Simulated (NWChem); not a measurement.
System: C$_{2}$H$_{4}$Cl$_{2}$OSi; SMILES Cl[Si]1(Cl)CCO1

Here is an NWChem input.

```
start job
memory heap 200 mb stack 900 mb global 1100 mb
geometry units angstroms noautosym nocenter noautoz
  Cl    -0.028476    -1.203495    -1.651353
  Si    -0.042310     0.009957     0.000000
  Cl    -0.028476    -1.203495     1.651353
  C     -1.140787     1.516740     0.000000
  C      0.217052     2.258441     0.000000
  O      1.163666     1.163312     0.000000
  H     -1.753825     1.674060    -0.897795
  H     -1.753825     1.674060     0.897795
  H      0.371828     2.881164     0.895426
  H      0.371828     2.881164    -0.895426
end
basis spherical
  Cl library def2-svpd
  Si library def2-svpd
  C library def2-svpd
  O library def2-svpd
  H library def2-svpd
end
dft
  xc b3lyp
  iterations 150
  semidirect filesize 400000000
end
property
  response 1 0.0
end
task dft property
```

Geometry: optimised at PBE0/def2-SVP.

Static field.

### Question
Predict the main results of this run. (B3LYP/def2-SVPD.) Quantities: basis functions; isotropic polarisability (bohr³); anisotropy (bohr³).

### Answer
| Quantity | Result |
|---|---|
| number of basis functions | 173 |
| isotropic polarisability (bohr³) | 76.3 |
| anisotropy (bohr³) | 20.0 |
